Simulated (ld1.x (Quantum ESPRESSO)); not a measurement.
# antimony: one change to a TM potential, before and after

| Quantity | Value |
| --- | --- |
| Element | Sb |
| Generator | ld1.x (Quantum ESPRESSO) 7.5 |
| Type | norm-conserving Troullier–Martins (Kleinman–Bylander form) |
| Functional | LDA (PZ) |
| Relativity | fully relativistic |
| Frozen core | [Kr] 4d10 |
| Valence charge | 5 |
| Reference configuration | 5s2 5p3 |
| Partial waves | 5s (bound): rc 1.95 bohr; 5p (bound): rc 1.70 bohr |
| Local potential | all-electron potential smoothed inside 1.60 bohr (lloc = -1) |
| Core correction | a·sin(br)/r model core, default radius (core density twice the valence density) |

Open shells are filled in proportion to 2j + 1 (rel_dist='average').

Change: wave 5p (bound): rc 1.70 bohr becomes 5p (bound): rc 1.78 bohr.

Cutoffs: the cutoffs (Ry, on a coarse ladder) from which the occupation-weighted sum of valence levels, in a spherical-Bessel basis at the reference potential, stays within 10 and 1 mRy of its value at 400 Ry; they do not see the model core or the augmentation charge, which bear on the density cutoff. Errors are all-electron minus pseudo energies relative to the spin-unpolarised reference configuration.

What does the change do?

The potential gets softer (40 Ry and 90 Ry → 35 Ry and 60 Ry); both files keep a bound ghost (d, s); of the 7 tests that both files solve, the error grows in 2 and shrinks in 2 by more than 15 % and 0.3 meV (median size 6.8 → 1.6 meV). A larger radius leaves more room for a smooth pseudo-wave, so fewer plane waves are needed.

| quantity | base | changed |
| --- | --- | --- |
| cutoff, loose | 40 Ry | 35 Ry |
| cutoff, tight | 90 Ry | 60 Ry |
| loose cutoff by channel (10 mRy a level) | s 18 Ry, p 35 Ry | s 18 Ry, p 15 Ry |
| bound ghosts | s, d | s, d |
| error for 5s2 5p2, meV [ΔE 8.54 eV] | +2.8 | +1.6 |
| error for 5s2 5p1, meV [ΔE 24.81 eV] | -9.2 | -14 |
| error for 5s2 5p0, meV [ΔE 49.62 eV] | -155 | -147 |
| error for 5s0 5p5, meV [ΔE 16.59 eV] | +6.8 | +1.4 |
| error for 5s2 5p3.3, meV [ΔE -1.21 eV] | +0.2 | +0.2 |
| error for 5s1 5p0, meV [ΔE 94.44 eV] | -506 | -489 |
| error for 5s1 5p4, meV [ΔE 8.18 eV] | -0.3 | -1.6 |
| s: phases at 2.14 bohr within 0.05 rad from the reference energy up to (Ry; the scan ends near 5) | 4.8 | 4.8 |
| p1/2: phases at 2.14 bohr within 0.05 rad from the reference energy up to (Ry; the scan ends near 5) | 0.3 | 0.3 |
| p3/2: phases at 2.14 bohr within 0.05 rad from the reference energy up to (Ry; the scan ends near 5) | 0.1 | 0.1 |

 A true bound ghost makes a file unfit for plane-wave use even where its test errors are small: the radial tests pick states by their node count and pass the ghost by.
